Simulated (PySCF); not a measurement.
## Sr(22+): ionisation energy

Sr(22+) [Ne] 3s2 3p4 (3P) → Sr(23+) [Ne] 3s2 3p3 (4S), as a difference of total energies. Computed with PySCF 2.14 in an uncontracted even-tempered set (17 s from 2.1 bohr⁻², ratio 2.5; 11 p from 2.7 bohr⁻², ratio 2.5; 5 d from 14 bohr⁻², ratio 2.7; 4 f from 21 bohr⁻², ratio 2.7), with no relativity, point nucleus. Correlated levels: outer shells: 1s2 frozen; virtual orbitals above 40 to 60 times the deepest correlated orbital energy dropped. The calculations carry no spin-orbit coupling.

```json
{"method": "UHF", "ionisation energy (eV)": "1029.2"}
{"method": "PBE", "ionisation energy (eV)": "1031.9"}
{"method": "PBE0", "ionisation energy (eV)": "1031.7"}
{"method": "r2SCAN", "ionisation energy (eV)": "1031.5"}
{"method": "M06-2X", "ionisation energy (eV)": "1031.9"}
{"method": "TPSS", "ionisation energy (eV)": "1031.9"}
{"method": "SCS-MP2 (outer shells)", "ionisation energy (eV)": "1030.2"}
```

Problem. Estimate what MP2 (outer shells) gives.

Solution. 1030.2 eV, closest to SCS-MP2 (outer shells) among the rows shown.

Problem. Estimate what LDA gives.

Solution. 1031.7 eV, closest to PBE0 among the rows shown.

Spin-orbit coupling is strong in these open shells (close to jj coupling). The scalar numbers leave it out and a first-order estimate fails, so it can dominate the gap to the real levels.

The gap to the reference is mostly relativistic.

For comparison: 1038 ± 1.5 eV (semi-empirical (NIST evaluation); NIST Atomic Spectra Database, ionization energies).
